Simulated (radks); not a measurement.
Task: All-electron calculation, scalar-relativistic Kohn-Sham, LB94 model potential, spin-polarised, spherical densities, finite nucleus; open shells are filled with parallel spins first (spin-orbit coupling, left out, can overturn this in heavy ions); Fermi nuclear charge, rms radius of each element as measured or else 0.836 A^(1/3) + 0.57 fm. Program: a radial shooting solver on a logarithmic mesh with Libxc functionals. Response by self-consistent Sternheimer equations with the Hartree and adiabatic LDA kernel, the relativistic mass of each level held fixed and spin-orbit coupling left out. For heavy and open-shell atoms this level of theory can miss by tens of per cent. Rank Se2+, C+, N+, Ho2+ (NIST ground configurations) by static dipole polarisability, largest first.

Result: Se2+ 8.799, Ho2+ 7.542, C+ 6.046, N+ 3.827 bohr^3.
